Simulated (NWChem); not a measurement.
Species: CH$_{5}$BSe; SMILES B([SeH])C

```xyz
8

B     -0.6425    -1.0207    -0.0006
H     -1.8515    -1.1457     0.0001
C      0.3228    -2.2550    -0.0002
H      0.0919    -2.9027    -0.8751
H      0.1050    -2.8879     0.8891
H      1.4065    -2.0262    -0.0093
Se     0.0806     0.7678    -0.0001
H     -1.2174     1.4907     0.0020
```
Atoms are numbered in this order, from 1.

All runs: NWChem. Pople sets run with spherical d functions. Geometry: optimised at PBE-D3(BJ)/def2-SVP. Vertical excitations in the gas phase; the lowest state need not have the same character in each row.

```
level                         lowest excitation, singlet (eV)  oscillator strength of that lowest state  lowest state with f > 0.02, singlet (eV)  orbital gap (eV)
----------------------------  -------------------------------  ----------------------------------------  ----------------------------------------  ----------------
PBE/6-31G*, full TDDFT                                   5.64                                     0.161                                      5.64              4.72
B3LYP/6-31G*, full TDDFT                                 5.87                                     0.160                                      5.87              6.34
LRC-wPBEh/6-31G*, full TDDFT                             5.99                                     0.167                                      5.99             10.26
Hartree-Fock/6-31G*, TDHF                                6.66                                     0.000                                      6.98             12.91
```
